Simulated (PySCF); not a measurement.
## EPR parameters of C5H13Si2

Species: C5H13Si2 (doublet state).
Geometry (GFN2-xTB, Å), atoms numbered from 1 in this order:
```
atom  x, y, z in Å
C1     0.4341   -1.3278    0.9321
C2    -0.7024   -0.6147    0.2298
C3    -0.9592   -1.1722   -1.1695
C4    -0.3139    0.8318    0.1459
Si5   -1.6368    2.1728    0.0172
C6     0.9878    1.0691    0.1628
Si7    2.1675   -0.4642    0.2485
H8     0.4078   -1.1350    2.0014
H9     0.4401   -2.4002    0.7591
H10   -1.6258   -0.7336    0.8169
H11   -1.7737   -0.6357   -1.6521
H12   -1.2229   -2.2268   -1.1172
H13   -0.0658   -1.0645   -1.7799
H14   -2.5918    1.8225   -1.0392
H15   -1.0092    3.4582   -0.2825
H16   -2.3482    2.2401    1.2981
H17    1.3998    2.0624    0.0909
H18    3.2721    0.3870   -0.3517
H19    2.8764   -0.7704    1.5056
H20    2.2588   -1.4880   -0.8191
```

The hyperfine couplings belong to this conformer and change with its torsions.

Identity: `[CH2][C@H](C)/C([SiH3])=C\[SiH3]` [radical].

Method used: PySCF, UKS B3LYP, pcH-1 on C H Si, non-relativistic, mean-field spin-orbit, GIAO. Geometry: GFN2-xTB, one conformer, isolated molecule. The geometry wasn't refined by DFT: couplings that depend on bond lengths, twists or pyramidal angles can differ widely from those at the functional's own minimum. The SCF solution wasn't tested for stability.

* g1, g2, g3: 2.00224, 2.00235, 2.00290
* g_iso: 2.00249
* Form of g: rhombic: the two nearest values differ by 17 % of g3 − g1
* ⟨S²⟩: 0.7571 (exact 0.7500)

Hyperfine couplings atom by atom, in MHz; T1 to T3 are the principal values of the dipolar part:

```
atom  isotope  a_iso  of which spin–orbit     T1     T2    T3  Mulliken spin population
  C1      13C  176.1                  0.0  -42.4  -42.2  84.6                      0.49
  C2      13C  -13.7                  0.0   -3.2   -2.6   5.8                     -0.01
  C3      13C   -1.9                  0.0   -0.7    0.0   0.7                      0.00
  C4      13C   -7.7                  0.0   -6.4    0.2   6.2                     -0.02
 Si5     29Si  -12.8                  0.0   -2.5    1.2   1.3                      0.01
  C6      13C   93.8                  0.0  -15.8  -12.0  27.9                      0.17
 Si7     29Si  134.2                 -0.2   -3.9   -2.5   6.4                     -0.09
  H8       1H   -6.5                  0.0  -18.4   -3.5  21.9                     -0.01
  H9       1H  -13.3                  0.0  -19.0   -3.3  22.3                     -0.01
 H10       1H   67.4                  0.0   -4.3   -0.3   4.7                      0.02
 H11       1H    2.0                  0.0   -1.2   -1.0   2.2                      0.00
 H12       1H   -0.5                  0.0   -1.8   -1.3   3.1                      0.00
 H13       1H    2.0                  0.0   -2.3   -1.1   3.4                      0.00
 H14       1H    1.6                  0.0   -0.6   -0.6   1.2                      0.00
 H15       1H   -0.5                  0.0   -0.9   -0.6   1.4                      0.00
 H16       1H   -0.5                  0.0   -0.7   -0.6   1.3                      0.00
 H17       1H    8.5                  0.0   -7.0   -2.0   8.9                      0.00
 H18       1H  462.2                  0.0   -3.5   -2.9   6.4                      0.26
 H19       1H  127.3                  0.0   -2.7   -1.2   3.9                      0.07
 H20       1H  218.6                  0.0   -2.9   -1.2   4.1                      0.12
```

Largest spin populations (Mulliken): C1 (+0.49), H18 (+0.26), C6 (+0.17) and H20 (+0.12). Three atoms exceed +0.15. The positive populations add up to 1.14 and the negative ones to -0.14, together 2S = 1.

C1, the radical centre as drawn in `[CH2][C@H](C)/C([SiH3])=C\[SiH3]`, holds a spin population of +0.49 out of 1.

Axes: g1 points within 7° of the C4–C6 bond and g3 points within 10° of the C1–H8 bond.

Under fast tumbling the dipolar parts average out, and these isotropic splittings remain: 3 × 1H (H18/H19/H20, I = 1/2, 4 lines) with 9.61 mT, 1 × 1H (H10, I = 1/2, 2 lines) with 2.41 mT, 2 × 1H (H8/H9, I = 1/2, 3 lines) with 0.35 mT, 1 × 1H (H17, I = 1/2, 2 lines) with 0.30 mT and 3 × 1H (H11/H12/H13, I = 1/2, 4 lines) with 0.04 mT.

Nuclei that the bonding pattern makes equivalent are averaged, as if the motion that swaps them (rotation, inversion, ring flip) were fast. The three 1H nuclei of mean +269.4 MHz run from 127.3 to 462.2 MHz in the frozen geometry. The 1H value of -9.9 MHz is a mean of couplings from -13.3 to -6.5 MHz in this one geometry, not an average over conformers.

The 13C coupling of C1 (176.1 MHz) shows only in satellite lines or after enrichment, since that isotope makes up about 1.07 % of natural carbon.

The 29Si coupling of Si7 (134.2 MHz) shows only in satellite lines or after enrichment, since that isotope makes up about 4.7 % of natural silicon.

β density exceeds α density at some nuclei, such as Si7 (-0.1512), C2 (-0.0122) and C4 (-0.0069), spin density in bohr⁻³. In a single determinant that takes different orbitals for the two spins, that is spin polarisation.
